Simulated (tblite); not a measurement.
Compound: C7H4F2O.
Atom-mapped SMILES: `[O:1]=[C:2]([F:3])[c:4]1[cH:5][cH:6][cH:7][cH:8][c:9]1[F:10]` (hydrogens: H11 on C5; H12 on C6; H13 on C7; H14 on C8)

Computed with GFN2-xTB (tblite), gas phase: L-BFGS steps from a force-field or distance-geometry start until the largest atomic force falls under 0.01 eV/Å.

Step 1: E = -830.9936 eV
```
atom  x, y, z in Å  |  force x, y, z in eV/Å
O1      2.9794    1.0396   -0.1723    2.311   3.358  -0.306
C2      2.3454    0.0886   -0.0969   -2.265  -2.672   0.311
F3      2.9873   -1.1175   -0.0331   -0.365  -0.021  -0.014
C4      0.8645    0.0310   -0.0411    0.015   0.043   0.054
C5      0.1307    1.2415   -0.0789    0.326  -0.505  -0.099
C6     -1.2497    1.2199   -0.0364   -0.144  -0.085   0.057
C7     -1.9313    0.0065    0.0628    0.206  -0.063   0.061
C8     -1.2179   -1.1877    0.1188   -0.506   0.098  -0.038
C9      0.1628   -1.1718    0.0667    0.094   0.063  -0.026
F10     0.8248   -2.3391    0.1199   -0.237   0.171  -0.012
H11     0.6660    2.1818   -0.1630   -0.014  -0.253   0.038
H12    -1.8110    2.1497   -0.0720    0.162  -0.212   0.003
H13    -3.0186   -0.0052    0.1130    0.339  -0.034  -0.048
H14    -1.7331   -2.1378    0.1904    0.080   0.112   0.018
```

Step 2: E = -831.0757 eV
```
atom  x, y, z in Å  |  force x, y, z in eV/Å
O1      2.9934    1.0600   -0.1742   -0.010  -0.003  -0.029
C2      2.3327    0.0745   -0.0949    0.271   0.532   0.030
F3      2.9836   -1.1174   -0.0332   -0.405   0.087  -0.016
C4      0.8657    0.0299   -0.0405   -0.110   0.065   0.051
C5      0.1316    1.2385   -0.0799    0.223  -0.365  -0.085
C6     -1.2497    1.2192   -0.0360   -0.018  -0.106   0.045
C7     -1.9296    0.0057    0.0634    0.096   0.024   0.051
C8     -1.2219   -1.1871    0.1185   -0.212   0.053  -0.038
C9      0.1617   -1.1710    0.0665   -0.033  -0.014  -0.014
F10     0.8231   -2.3378    0.1198   -0.236   0.148  -0.010
H11     0.6659    2.1794   -0.1626    0.000  -0.255   0.033
H12    -1.8096    2.1478   -0.0719    0.139  -0.172   0.003
H13    -3.0154   -0.0055    0.1125    0.272  -0.028  -0.042
H14    -1.7321   -2.1364    0.1905    0.021   0.035   0.022
```

Step 3: E = -831.0878 eV
```
atom  x, y, z in Å  |  force x, y, z in eV/Å
O1      2.9955    1.0632   -0.1750    0.039   0.059  -0.027
C2      2.3346    0.0801   -0.0942    0.104   0.374   0.027
F3      2.9771   -1.1162   -0.0335   -0.339   0.097  -0.013
C4      0.8646    0.0303   -0.0397    0.058  -0.055   0.042
C5      0.1346    1.2329   -0.0813   -0.023  -0.131  -0.062
C6     -1.2498    1.2175   -0.0352    0.154  -0.110   0.027
C7     -1.9279    0.0057    0.0642    0.021   0.071   0.037
C8     -1.2258   -1.1863    0.1179    0.063  -0.010  -0.033
C9      0.1606   -1.1709    0.0663   -0.160   0.042  -0.010
F10     0.8195   -2.3355    0.1196   -0.182   0.049  -0.005
H11     0.6658    2.1752   -0.1621    0.018  -0.240   0.024
H12    -1.8073    2.1450   -0.0719    0.111  -0.115   0.003
H13    -3.0107   -0.0060    0.1118    0.163  -0.017  -0.032
H14    -1.7315   -2.1355    0.1908   -0.026  -0.015   0.022
```

Step 4: E = -831.1048 eV
```
atom  x, y, z in Å  |  force x, y, z in eV/Å
O1      3.0029    1.0742   -0.1774    0.065   0.119  -0.010
C2      2.3381    0.0977   -0.0917   -0.164   0.000   0.004
F3      2.9554   -1.1112   -0.0343   -0.118   0.108  -0.004
C4      0.8665    0.0275   -0.0369    0.095   0.001   0.008
C5      0.1366    1.2211   -0.0857   -0.015   0.105   0.008
C6     -1.2437    1.2114   -0.0332    0.044   0.023  -0.014
C7     -1.9244    0.0078    0.0668    0.061  -0.047   0.003
C8     -1.2297   -1.1856    0.1158    0.099  -0.027  -0.003
C9      0.1523   -1.1688    0.0656    0.119   0.043  -0.008
F10     0.8083   -2.3307    0.1192   -0.101  -0.137   0.005
H11     0.6664    2.1606   -0.1604    0.077  -0.111  -0.006
H12    -1.8001    2.1368   -0.0717    0.085  -0.027   0.004
H13    -2.9979   -0.0073    0.1097   -0.168   0.021  -0.001
H14    -1.7312   -2.1342    0.1920   -0.078  -0.072   0.013
```

Problem. Estimate the geometry and energy of step 5. (The exact step hangs on the optimiser's Hessian estimate; all steps are aligned on step 4, rigid shifts and turns removed.)

Solution. E = -831.1075 eV, largest force 0.160 eV/Å
```
atom  x, y, z in Å  |  force x, y, z in eV/Å
O1      3.0045    1.0770   -0.1779    0.012   0.067  -0.002
C2      2.3370    0.1016   -0.0913   -0.093   0.016  -0.007
F3      2.9499   -1.1087   -0.0345   -0.066   0.083  -0.001
C4      0.8679    0.0273   -0.0363    0.038   0.043   0.001
C5      0.1373    1.2204   -0.0863   -0.044   0.052   0.023
C6     -1.2424    1.2108   -0.0330    0.062  -0.003  -0.016
C7     -1.9228    0.0073    0.0674   -0.044  -0.031  -0.002
C8     -1.2294   -1.1858    0.1154    0.108  -0.060   0.004
C9      0.1530   -1.1679    0.0653    0.088  -0.005  -0.001
F10     0.8048   -2.3318    0.1192   -0.070  -0.144   0.005
H11     0.6676    2.1565   -0.1602    0.111  -0.027  -0.015
H12    -1.7975    2.1349   -0.0716    0.052   0.022   0.002
H13    -2.9982   -0.0072    0.1093   -0.106   0.023   0.000
H14    -1.7323   -2.1349    0.1924   -0.048  -0.037   0.007
```

The energy changes by -0.0027 eV. The first-order estimate −F·Δx gives -0.0034 eV and the mean of the old and new forces, exact on a quadratic surface, -0.0027 eV. The step makes an angle of 48° with the force vector and moves no atom by more than 0.006 Å.

What follows is the cost of the whole relaxation. Hardware: an Arm Neoverse V2 with one thread, shared host. Cost: 0.11 s of wall time.
